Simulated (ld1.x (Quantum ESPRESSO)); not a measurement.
## Transferability test, PAW potential for H

ld1.x (Quantum ESPRESSO) 7.5 input, shortened:

```
&input
   title='H', zed=1., rel=1, dft='PZ', iswitch=3,
   config='1s0.5'
 /
 &inputp
   pseudotype=3, lpaw=.true., tm=.true., lloc=-1, rcloc=1.05,
   nlcc=.false.,
   which_augfun='BESSEL', rmatch_augfun=1.20
 /
2
1S  1  0   0.50   0.00  1.15  1.25  0.0
1S  1  0   0.00   1.90  1.15  1.25  0.0
 &test
   configts(1)='1s0.5'
 /
```

Energies are relative to the spin-unpolarised reference configuration 1s0.5; without spin polarisation the order of configurations can differ from experiment. Spin-polarised rows fill each open shell by Hund’s rule, majority spin first.

```json
{"valence configuration": "1s1", "charge": "0", "ΔE all-electron (eV)": "-4.645", "error AE − PS (meV)": "0.0"}
{"valence configuration": "1s0.5 (spin-polarised)", "charge": "+0.5", "ΔE all-electron (eV)": "-0.387", "error AE − PS (meV)": "0.0"}
{"valence configuration": "1s1 (spin-polarised)", "charge": "0", "ΔE all-electron (eV)": "-5.542", "error AE − PS (meV)": "0.0"}
```

Levels in the configuration 1s1 (spin-polarised):

```tsv
level	all-electron (eV)	pseudo (eV)
1s up	-7.324	-7.324
```
